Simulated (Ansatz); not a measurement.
Relaxation of C3H10O3Si (17 atoms, charge 0, multiplicity 1), to a largest force component of 0.02 eV/Å in at most 40 steps.

Computed with Ansatz, RKS PBE0-D4/STO-3G.

```xyz
17
Properties=species:S:1:pos:R:3
Si 0.000 0.000 0.000
O 0.000 0.000 1.680
C -1.111 -0.344 2.494
H -1.814 -0.978 1.914
H -0.758 -0.904 3.386
H -1.631 0.581 2.821
O 1.584 0.000 -0.559
C 2.350 -1.163 -0.836
H 1.719 -1.905 -1.367
H 3.218 -0.893 -1.473
H 2.714 -1.602 0.116
H -0.688 1.191 -0.486
O -0.791 -1.371 -0.559
C -1.536 -2.268 0.250
H -1.225 -2.158 1.310
H -2.619 -2.040 0.157
H -1.349 -3.311 -0.083
```

Problem. Where does it end, and by what steps?

Solution. The run converged. The force dipped under the threshold on the way, but the program's further checks kept it going. Limits of this set-up: minimal basis. After 20 steps the energy has fallen by 1.287 eV; H17 moved furthest, 1.21 Å.

| step | energy less start (eV) | largest force component (eV/Å) | accepted |
| --- | --- | --- | --- |
| 0 | 0.0000 | 2.122 | yes |
| 1 | -0.6861 | 0.817 | yes |
| 2 | -0.9040 | 0.482 | yes |
| 3 | -1.0264 | 0.529 | yes |
| 4 | -1.1396 | 0.403 | yes |
| 5 | -1.1874 | 0.159 | yes |
| 6 | -1.1772 | 0.417 | no |
| 7 | -1.1997 | 0.036 | yes |
| 8 | -1.2072 | 0.212 | yes |
| 9 | -1.2121 | 0.317 | yes |
| 10 | -1.2230 | 0.249 | yes |
| 11 | -1.2482 | 0.155 | yes |
| 12 | -1.2624 | 0.195 | yes |
| 13 | -1.2783 | 0.141 | yes |
| 14 | -1.2846 | 0.069 | yes |
| 15 | -1.2846 | 0.097 | yes |
| 16 | -1.2843 | 0.157 | no |
| 17 | -1.2861 | 0.026 | yes |
| 18 | -1.2865 | 0.045 | yes |
| 19 | -1.2868 | 0.018 | yes |
| 20 | -1.2870 | 0.006 | yes |

```xyz
17
Properties=species:S:1:pos:R:3
Si -0.268 -0.023 0.029
O 0.198 -0.401 1.631
C -0.847 -0.040 2.568
H -1.802 -0.580 2.396
H -0.495 -0.306 3.582
H -1.079 1.046 2.572
O 1.147 -0.153 -0.902
C 1.967 -1.290 -0.528
H 1.602 -2.246 -0.959
H 2.982 -1.117 -0.932
H 2.060 -1.429 0.568
H -0.772 1.318 -0.162
O -1.561 -1.024 -0.446
C -1.303 -2.430 -0.208
H -0.818 -2.638 0.768
H -2.274 -2.960 -0.216
H -0.674 -2.891 -0.998
```

Whether the end is a true minimum wasn't checked by a vibrational analysis.

Time of the run: 86 s on 1 thread of Arm Neoverse V2, with other jobs on the host, peak memory 0.14 GiB.
